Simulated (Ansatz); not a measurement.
S-phenyldibenzothiophenium benzoate (C25H18O2S). Total charge 0; triplet. Geometry r2SCAN-D4/def2-SVP, that of the neutral singlet.

```
atom   x (Å)   y (Å)   z (Å)
  O1  -1.935   1.063   0.632
  C2  -2.187  -0.018   0.073
  O3  -1.342  -0.825  -0.454
  C4  -3.635  -0.468  -0.011
  C5  -4.646   0.361   0.496
  C6  -5.983  -0.035   0.429
  C7  -6.321  -1.267  -0.145
  C8  -5.316  -2.098  -0.652
  C9  -3.979  -1.699  -0.587
 H10  -4.347   1.314   0.940
 H11  -6.769   0.616   0.825
 H12  -7.369  -1.578  -0.197
 H13  -5.580  -3.062  -1.100
 H14  -3.173  -2.326  -0.976
 C15   5.527  -1.408  -1.228
 C16   4.602  -2.267  -1.824
 C17   3.232  -2.072  -1.612
 C18   2.807  -1.013  -0.806
 S19   0.980  -0.865  -0.623
 C20   0.801   0.853  -1.079
 C21   0.773   1.332  -2.381
 C22   0.602   2.710  -2.553
 C23   0.461   3.552  -1.440
 C24   0.482   3.043  -0.142
 C25   0.649   1.668   0.057
 C26   0.696   0.916   1.308
 C27   0.580   1.382   2.623
 C28   0.649   0.476   3.682
 C29   0.832  -0.896   3.452
 C30   0.953  -1.386   2.148
 C31   0.891  -0.463   1.113
 C32   3.726  -0.148  -0.203
 C33   5.089  -0.352  -0.418
 H34   6.598  -1.560  -1.391
 H35   4.943  -3.092  -2.456
 H36   2.497  -2.740  -2.071
 H37   0.874   0.662  -3.237
 H38   0.571   3.127  -3.562
 H39   0.320   4.626  -1.594
 H40   0.342   3.705   0.716
 H41   0.408   2.444   2.813
 H42   0.546   0.839   4.707
 H43   0.871  -1.591   4.295
 H44   1.082  -2.453   1.952
 H45   3.379   0.676   0.428
 H46   5.817   0.318   0.049
```

Single mean-field runs in def2-TZVP are fitted with def2-universal-jkfit. At PBE-D4/def2-TZVP the gap within one spin of the charge 0 triplet nearly closes, so an electron or hole may be smeared out by delocalisation error. In the triplet geometry the species has come apart into loosely held pieces. At PBE0-D4/def2-TZVP a singlet of charge 0 lies 3.33 eV below the triplet at the same geometry.

Estimate the α-spin orbital energies around the gap (eV) in Ansatz with PBE-D4/def2-TZVP, PBE0-D4/def2-TZVP.


```json
{"orbital": "HOMO−5", "PBE-D4/def2-TZVP": "-6.11", "PBE0-D4/def2-TZVP": "-7.19"}
{"orbital": "HOMO−4", "PBE-D4/def2-TZVP": "-6.08", "PBE0-D4/def2-TZVP": "-7.06"}
{"orbital": "HOMO−3", "PBE-D4/def2-TZVP": "-5.96", "PBE0-D4/def2-TZVP": "-6.79"}
{"orbital": "HOMO−2", "PBE-D4/def2-TZVP": "-5.86", "PBE0-D4/def2-TZVP": "-6.76"}
{"orbital": "HOMO−1", "PBE-D4/def2-TZVP": "-5.58", "PBE0-D4/def2-TZVP": "-6.68"}
{"orbital": "HOMO", "PBE-D4/def2-TZVP": "-2.39", "PBE0-D4/def2-TZVP": "-3.19"}
{"orbital": "LUMO", "PBE-D4/def2-TZVP": "-2.23", "PBE0-D4/def2-TZVP": "-1.52"}
{"orbital": "LUMO+1", "PBE-D4/def2-TZVP": "-1.93", "PBE0-D4/def2-TZVP": "-1.19"}
{"orbital": "LUMO+2", "PBE-D4/def2-TZVP": "-1.73", "PBE0-D4/def2-TZVP": "-0.98"}
{"orbital": "LUMO+3", "PBE-D4/def2-TZVP": "-1.55", "PBE0-D4/def2-TZVP": "-0.45"}
{"orbital": "LUMO+4", "PBE-D4/def2-TZVP": "-1.22", "PBE0-D4/def2-TZVP": "-0.33"}
{"orbital": "LUMO+5", "PBE-D4/def2-TZVP": "-0.91", "PBE0-D4/def2-TZVP": "0.04"}
{"orbital": "β HOMO", "PBE-D4/def2-TZVP": "-5.41", "PBE0-D4/def2-TZVP": "-6.06"}
{"orbital": "β LUMO", "PBE-D4/def2-TZVP": "-5.38", "PBE0-D4/def2-TZVP": "-4.83"}
```
